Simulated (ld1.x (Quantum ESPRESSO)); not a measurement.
## u(r) = r·R(r): atom against pseudo-atom (tantalum (Ta))

Columns: radius, all-electron u(r) and pseudo u(r) of the 6p shell (level -1.69 eV) of tantalum in the configuration [Xe] 4f14 5d3 6s1.75 6p0.25; LDA (PZ), scalar-relativistic, TM semilocal scheme, ld1.x (Quantum ESPRESSO) 7.5.

```json
{"r (bohr)": "0.130", "all-electron": "-0.0749", "pseudo": "0.0038"}
{"r (bohr)": "0.260", "all-electron": "0.0370", "pseudo": "0.0146"}
{"r (bohr)": "0.390", "all-electron": "0.1188", "pseudo": "0.0310"}
{"r (bohr)": "0.520", "all-electron": "0.0464", "pseudo": "0.0506"}
{"r (bohr)": "0.650", "all-electron": "-0.0671", "pseudo": "0.0708"}
{"r (bohr)": "0.780", "all-electron": "-0.1545", "pseudo": "0.0894"}
{"r (bohr)": "0.910", "all-electron": "-0.1981", "pseudo": "0.1047"}
{"r (bohr)": "1.040", "all-electron": "-0.2020", "pseudo": "0.1164"}
{"r (bohr)": "1.170", "all-electron": "-0.1766", "pseudo": "0.1250"}
{"r (bohr)": "1.300", "all-electron": "-0.1319", "pseudo": "0.1320"}
{"r (bohr)": "1.430", "all-electron": "-0.0762", "pseudo": "0.1391"}
{"r (bohr)": "1.560", "all-electron": "-0.0155", "pseudo": "0.1481"}
{"r (bohr)": "1.690", "all-electron": "0.0461", "pseudo": "0.1607"}
{"r (bohr)": "1.820", "all-electron": "0.1059", "pseudo": "0.1784"}
{"r (bohr)": "1.950", "all-electron": "0.1623", "pseudo": "0.2023"}
{"r (bohr)": "2.080", "all-electron": "0.2143", "pseudo": "0.2323"}
{"r (bohr)": "2.210", "all-electron": "0.2614", "pseudo": "0.2673"}
{"r (bohr)": "2.340", "all-electron": "0.3034", "pseudo": "0.3045"}
{"r (bohr)": "2.470", "all-electron": "0.3405", "pseudo": "0.3406"}
{"r (bohr)": "2.600", "all-electron": "0.3728", "pseudo": "0.3728"}
{"r (bohr)": "2.730", "all-electron": "0.4006", "pseudo": "0.4006"}
{"r (bohr)": "2.860", "all-electron": "0.4241", "pseudo": "0.4241"}
{"r (bohr)": "2.990", "all-electron": "0.4437", "pseudo": "0.4437"}
{"r (bohr)": "3.120", "all-electron": "0.4596", "pseudo": "0.4596"}
{"r (bohr)": "3.250", "all-electron": "0.4721", "pseudo": "0.4721"}
{"r (bohr)": "3.380", "all-electron": "0.4817", "pseudo": "0.4817"}
```

(1) How many radial nodes do the two functions have?

(2) At about which radius was the pseudo-wave matched?

(3) Is the pseudo-wave norm-conserving?

Answers

(1) The all-electron 6p function has n − l − 1 = 4 (the table is too coarse to show those close to the nucleus); the pseudo-wave has 0, since the states of the same l below it are removed with the core.

(2) 2.60 bohr, where the columns begin to agree (steps of 0.13 bohr).

(3) Yes: the TM semilocal scheme keeps the norm inside the radius equal to the all-electron one, which fixes the energy derivative of the logarithmic derivative at the level.
